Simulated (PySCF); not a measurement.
# Electron correlation in Ar²⁺ (argon, charge +2)

[Ne] 3s2 3p4, high-spin 3P determinant. Calculation: PySCF 2.14, in x2c-TZVPall (5s5p2d1f, 37 functions); the spin-free X2C one-electron Hamiltonian (Gaussian nucleus). Frozen: [Ne]; 6 electrons correlated.

MP2 pair energies summed by pair of shells (mhartree):

```json
{"pair": "3p-3p", "energy": "-60.62", "share (%)": "47.7"}
{"pair": "3s-3p", "energy": "-57.39", "share (%)": "45.2"}
{"pair": "3s-3s", "energy": "-9.03", "share (%)": "7.1"}
```

Total MP2 correlation energy: -127.04 mhartree.

Same-spin part -29.38 and opposite-spin part -97.66 mhartree; SCS-MP2 scales them by 1/3 and 6/5 to -126.99 mhartree.

```json
{"level": "CCSD", "correlation energy (mhartree)": "-153.94"}
{"level": "(T)", "correlation energy (mhartree)": "-4.04"}
{"level": "CCSD(T)", "correlation energy (mhartree)": "-157.98"}
```

Diagnostics: T1 = 0.0078, D1 = 0.0254, largest double amplitude 0.058.

Q: Is a single reference adequate?

A: Yes: T1 lies below 0.03 and no double amplitude reaches 0.07.
